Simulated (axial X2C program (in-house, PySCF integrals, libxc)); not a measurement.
# Ionising LiRu

Computed with an axial X2C code built on PySCF integrals, spin-free (one-electron X2C) or two-component (2c: spin–orbit coupling with atomic mean-field Coulomb and Gaunt terms, which also bring small scalar terms), in Dyall basis sets with cores contracted in-house; open shells are unrestricted.

Basis sets: Li dyall-cv3z, Ru dyall-cv3z. Frozen shells (counts by l): LiRu Ru 4s3p1d, Li 1s, 9 electrons correlated; LiRu⁺ Ru 4s3p1d, Li 1s, 8 electrons correlated. Coupled cluster in natural virtuals with an MP2 remainder. Where the outer core of a metal is frozen, bonds come out longer and ionisation energies lower.

```
Hamiltonian    level        LiRu state  Re (Å)  ωe (cm⁻¹)  De (eV)
  spin-free       HF  M_S = 3/2, Λ = 0   2.705      243.9     0.18
  spin-free     PBE0  M_S = 3/2, Λ = 0   2.437      371.6     1.45
  spin-free     CCSD  M_S = 3/2, Λ = 0   2.451      379.3     1.33
  spin-free  CCSD(T)  M_S = 3/2, Λ = 0   2.434      392.1     1.47
         2c       HF           Ω = 3/2   2.706      244.1      n/a
         2c     PBE0           Ω = 3/2   2.438      371.3      n/a
         2c     CCSD           Ω = 3/2   2.453      378.5      n/a
         2c  CCSD(T)           Ω = 3/2   2.437      391.1      n/a
```

Adiabatic ionisation energy (minimum to minimum, no zero-point term) and constants of LiRu⁺:

```tsv
Hamiltonian	level	LiRu⁺ state	IE (eV)	Re (Å)	ωe (cm⁻¹)	De (eV)	fragments
spin-free	HF	M_S = 2, Λ = 2	4.58	2.957	216.9	0.94	Ru + Li+
spin-free	PBE0	M_S = 2, Λ = 2	6.12	2.790	258.9	0.91	Ru + Li+
spin-free	CCSD	M_S = 2, Λ = 2	5.84	2.820	253.3	0.84	Ru + Li+
spin-free	CCSD(T)	M_S = 2, Λ = 2	5.98	2.810	258.5	0.83	Ru + Li+
2c	HF	Ω = 4	4.48	2.958	216.8	n/a	Ru + Li+
2c	PBE0	Ω = 4	6.00	2.789	259.1	n/a	Ru + Li+
2c	CCSD	Ω = 4	5.73	2.820	253.1	n/a	Ru + Li+
2c	CCSD(T)	Ω = 4	5.88	2.811	258.2	n/a	Ru + Li+
```

**Question.** Add the zero-point terms to the ionisation energy at CCSD(T), 2c, and say whether the electron removed was bonding.

**Answer.** IE0 = IE + (ωe⁺ − ωe)/2 = 5.88 + (-0.008) = 5.87 eV. Re changes by 0.374 Å, but the two determinants differ by more than one electron in one block, so no single orbital tells the change.

Each entry is the lowest single determinant of a limited PBE0 search at one distance. De goes to single-determinant-based atoms at the same level (for ions the charge split of lowest energy) and is withheld (n/a) where an atom does not fit its ground term or J level. Main or longest-lived isotopes. One determinant is a doubtful description, or other states lie close, for LiRu, LiRu⁺; these need not be ground states, and all values refer to the states named. Some open-shell Ω = 0 determinants are out of reach, so the Ω given for LiRu⁺ need not be the lowest component. With several unpaired electrons the Ω given is that of one determinant, not necessarily of the lowest component. The functionals have no current term, which raises determinants with orbital currents.
